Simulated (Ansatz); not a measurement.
A structure relaxed at PBE0-D4/def2-TZVP, charge 0, multiplicity 1:

| atom | x (Å) | y (Å) | z (Å) |
| --- | --- | --- | --- |
| S1 | 0.927 | -1.272 | 0.551 |
| In2 | -0.324 | 0.965 | -0.694 |
| H3 | -0.175 | -2.041 | 0.572 |
| H4 | 0.727 | -0.847 | 1.809 |
| H5 | -0.421 | 0.205 | -2.244 |
| H6 | -1.711 | 0.942 | 0.345 |
| H7 | 0.977 | 2.047 | -0.340 |

Question: Give its formula and SMILES.

Answer: H5InS, `[SH2+][InH3-]`.

Question: Point group (tolerance 0.08 Å, 0.16 Å for H)?

Answer: Cs.

Question: Summarise the bond lengths by kind.

Answer: 1 × In–S 2.849 Å; 2 × H–S 1.343 Å; 3 × H–In 1.729 to 1.733 Å.

Results of the Gaussian-basis code of Ansatz.
